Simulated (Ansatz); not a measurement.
# CH5GeO: structure from calculated spectroscopic constants

These gas-phase data were calculated for one isomer of CH5GeO at B3LYP/6-31G* (harmonic, unscaled wavenumbers; equilibrium rotational constants with average atomic masses):

* rotational constants: 13.98, 6.417, 4.742 GHz
* all wavenumbers above 1500 cm⁻¹: 3762, 3264, 3159, 2087, 2062

Candidates:

(1) `[CH3][GeH][OH]`, a doublet
(2) `[CH2][GeH2][OH]`, a doublet

**Question.** Which structure fits?

**Answer.** Candidate (2). 2 modes lie between 1900 and 2250 cm⁻¹, one for each Ge–H bond, while (1) has 1.

The same quantities for all candidates:

|  | rotational constants (GHz) | wavenumbers above 1500 cm⁻¹ | E above the lowest, B3LYP/6-31G* (kcal/mol) |
| --- | --- | --- | --- |
| (1) | 13.62, 6.232, 4.532 | 3760, 3165, 3150, 3062, 1919 | 0.0 |
| (2) | 13.98, 6.417, 4.742 | 3762, 3264, 3159, 2087, 2062 | 23.8 |

Each candidate is one conformer. Open shells are spin-unrestricted. Programs: Ansatz 0.2.0.
